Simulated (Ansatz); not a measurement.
One change: `CSC#N` becomes `N#C[S][GeH3]`.

Ansatz, PBE0-D4/def2-TZVP geometries, multiplicity 1. 

Scalar relativity is left out up to krypton.

```
                                                                                  property  `CSC#N`
                                                     LUMO energy (ωB97M-V/def2-TZVPP) / eV     1.26
                                                       HOMO energy (B3LYP/def2-TZVPP) / eV    -7.43
                                                   HOMO–LUMO gap (ωB97M-V/def2-TZVPP) / eV    11.06
                                                     HOMO–LUMO gap (B3LYP/def2-TZVPP) / eV     6.36
                                            zero-point energy (PBE0-D4/def2-TZVP) / kJ/mol    123.5
ideal-gas entropy at 298 K and 1 bar (rigid rotor, harmonic PBE0-D4/def2-TZVP) / J/(mol·K)      297
```

Give the same properties after the change, and the shifts. (An estimate is asked.)

Computed: 
```csv
property,`N#C[S][GeH3]`,shift
LUMO energy (ωB97M-V/def2-TZVPP) / eV,0.80,-0.46
HOMO energy (B3LYP/def2-TZVPP) / eV,-7.64,-0.21
HOMO–LUMO gap (ωB97M-V/def2-TZVPP) / eV,10.79,-0.27
HOMO–LUMO gap (B3LYP/def2-TZVPP) / eV,6.26,-0.10
zero-point energy (PBE0-D4/def2-TZVP) / kJ/mol,88.0,-35.5
"ideal-gas entropy at 298 K and 1 bar (rigid rotor, harmonic PBE0-D4/def2-TZVP) / J/(mol·K)",331,34
```

With PBE0 the HOMO falls by 0.23 eV and the LUMO falls by 0.31 eV, so the gap narrows by about 0.08 eV. PBE moves the HOMO by -0.25 eV and ωB97M-V by -0.21 eV.

B3LYP here is the variant with VWN-RPA as its local correlation; programs differ in this.
